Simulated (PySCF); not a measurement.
C5H4N (SMILES [c]1cccnc1), doublet, geometry from GFN2-xTB, with bond 10-6 at 1.6 times its length; PBE0/3-21G run with PySCF.

The PySCF input:
```python
from pyscf import gto, scf, dft

mol = gto.Mole()
mol.atom = '''
    C     0.670230   -1.213013    0.016606
    C    -0.698138   -1.210426    0.010904
    C    -1.351389    0.020939   -0.005841
    C    -0.549915    1.151183   -0.015403
    N     0.765437    1.108040   -0.009458
    C     1.402177   -0.055568    0.006446
    H    -1.265642   -2.130391    0.019039
    H    -2.429348    0.090836   -0.011106
    H    -0.981882    2.143756   -0.028509
    H     3.128332    0.002674    0.012938
'''
mol.basis = '3-21g'
mol.charge = 0
mol.spin = 1
mol.verbose = 4
mol.build()

mf = dft.UKS(mol)
mf.xc = 'pbe0'
mf.init_guess = 'huckel'
mf.kernel()
```

It wrote (shortened):

```
PySCF version 2.14.0

[INPUT] verbose = 4
[INPUT] num. atoms = 10
[INPUT] num. electrons = 41
[INPUT] charge = 0
[INPUT] spin (= nelec alpha-beta = 2S) = 1
[INPUT] symmetry False subgroup None
[INPUT] Mole.unit = angstrom
[INPUT] Symbol           X                Y                Z      unit          X                Y                Z       unit  Magmom
[...]
nuclear repulsion = 196.423957317857
number of shells = 38
number of NR pGTOs = 102
number of NR cGTOs = 62
basis = 3-21g
ecp = {}

******** <class 'pyscf.dft.uks.UKS'> ********
method = UKS
initial guess = huckel
damping factor = 0
level_shift factor = 0
DIIS = <class 'pyscf.scf.diis.CDIIS'>
diis_start_cycle = 1
diis_space = 8
diis_damp = 0
SCF conv_tol = 1e-09
SCF conv_tol_grad = None
SCF max_cycles = 50
direct_scf = True
direct_scf_tol = 1e-13
number electrons alpha = 21  beta = 20
XC library pyscf.dft.libxc version 7.1.2
    S. Lehtola, C. Steigemann, M. J. T. Oliveira, and M. A. L. Marques,  SoftwareX 7, 1–5 (2018)
XC functionals = pbe0
    C. Adamo and V. Barone,  J. Chem. Phys. 110, 6158 (1999)
    M. Ernzerhof and G. E. Scuseria,  J. Chem. Phys. 110, 5029 (1999)
radial grids:
    Treutler-Ahlrichs [JCP 102, 346 (1995); DOI:10.1063/1.469408] (M4) radial grids

becke partition: Becke, JCP 88, 2547 (1988); DOI:10.1063/1.454033
pruning grids: <function nwchem_prune>
grids dens level: 3
symmetrized grids: False
atomic radii adjust function: <function treutler_atomic_radii_adjust>
small_rho_cutoff = 0
Set gradient conv threshold to 3.16228e-05
Initial guess from on-the-fly Huckel, doi:10.1021/acs.jctc.8b01089.
Spherically averaged atomic HF for {'N', 'H', 'C'}

******** <class 'pyscf.scf.atom_hf.AtomSphAverageRHF'> ********
method = AtomSphAverageRHF
initial guess = minao
damping factor = 0
level_shift factor = 0
DIIS = <class 'pyscf.scf.diis.CDIIS'>
diis_start_cycle = 1
diis_space = 8
diis_damp = 0
SCF conv_tol = 1e-09
SCF conv_tol_grad = None
SCF max_cycles = 50
direct_scf = True
direct_scf_tol = 1e-13
atom = C
Set gradient conv threshold to 3.16228e-05
Initial guess from minao.
init E= -37.0511734903473
cycle= 1 E= -37.1138683188025  delta_E= -0.0627  |g|=    0  |ddm|= 0.358
cycle= 2 E= -37.1160998590688  delta_E= -0.00223  |g|=    0  |ddm|= 0.0979
cycle= 3 E= -37.1162418120407  delta_E= -0.000142  |g|=    0  |ddm|= 0.0175
cycle= 4 E= -37.116242134933  delta_E= -3.23e-07  |g|=    0  |ddm|= 0.00152
cycle= 5 E= -37.1162421349399  delta_E= -6.89e-12  |g|=    0  |ddm|= 3.41e-06
[...]
diis_start_cycle = 1
diis_space = 8
diis_damp = 0
SCF conv_tol = 1e-09
SCF conv_tol_grad = None
SCF max_cycles = 50
direct_scf = True
direct_scf_tol = 1e-13
atom = N
Set gradient conv threshold to 3.16228e-05
Initial guess from minao.
init E= -53.4607640480641
cycle= 1 E= -53.5297171017881  delta_E= -0.069  |g|=    0  |ddm|= 0.311
cycle= 2 E= -53.5323342519799  delta_E= -0.00262  |g|=    0  |ddm|= 0.101
cycle= 3 E= -53.5325756378769  delta_E= -0.000241  |g|=    0  |ddm|= 0.0209
cycle= 4 E= -53.5325766134711  delta_E= -9.76e-07  |g|=    0  |ddm|= 0.00216
cycle= 5 E= -53.532576613501  delta_E= -3e-11  |g|=    0  |ddm|= 9.31e-06
Extra cycle  E= -53.532576613501  delta_E= 2.84e-14  |g|=    0  |ddm|= 2.08e-08
Atomic HF for atom  N  converged. SCF energy = -53.532576613501

******** 1 electron system ********
Atomic HF for atom  H  converged. SCF energy = -0.496198609380939

tot grids = 123728
init E= -242.754489762565
cycle= 1 E= -241.09829160409  delta_E= 1.66  |g|= 2.65  |ddm|= 4.28
cycle= 2 E= -230.597946466454  delta_E= 10.5  |g|= 4.54  |ddm|=  9.1
cycle= 3 E= -245.006500815806  delta_E= -14.4  |g|= 1.13  |ddm|= 8.48
cycle= 4 E= -245.081833643626  delta_E= -0.0753  |g|= 1.13  |ddm|= 2.29
cycle= 5 E= -245.810842326421  delta_E= -0.729  |g|= 0.181  |ddm|=  1.1
cycle= 6 E= -245.821431402405  delta_E= -0.0106  |g|= 0.148  |ddm|= 0.408
cycle= 7 E= -245.834464144476  delta_E= -0.013  |g|= 0.0284  |ddm|= 0.196
cycle= 8 E= -245.834823742854  delta_E= -0.00036  |g|= 0.0171  |ddm|= 0.0577
cycle= 9 E= -245.835019019455  delta_E= -0.000195  |g|= 0.00291  |ddm|= 0.0251
cycle= 10 E= -245.83503173663  delta_E= -1.27e-05  |g|= 0.00169  |ddm|= 0.00644
cycle= 11 E= -245.835039726796  delta_E= -7.99e-06  |g|= 0.00105  |ddm|= 0.00519
cycle= 12 E= -245.835044189419  delta_E= -4.46e-06  |g|= 0.000662  |ddm|= 0.00511
cycle= 13 E= -245.835045350962  delta_E= -1.16e-06  |g|= 0.000164  |ddm|= 0.003
cycle= 14 E= -245.835045447399  delta_E= -9.64e-08  |g|= 9.48e-05  |ddm|= 0.000901
cycle= 15 E= -245.835045453505  delta_E= -6.11e-09  |g|= 9.37e-05  |ddm|= 0.000287
cycle= 16 E= -245.835045458273  delta_E= -4.77e-09  |g|= 5.57e-05  |ddm|= 0.000187
cycle= 17 E= -245.835045460101  delta_E= -1.83e-09  |g|= 2.31e-05  |ddm|= 9.42e-05
cycle= 18 E= -245.835045460435  delta_E= -3.35e-10  |g|= 9.83e-06  |ddm|= 4.05e-05
Extra cycle  E= -245.835045460469  delta_E= -3.39e-11  |g|= 1.46e-05  |ddm|= 3.37e-05
converged SCF energy = -245.835045460469  <S^2> = 0.76225784  2S+1 = 2.0122205
```
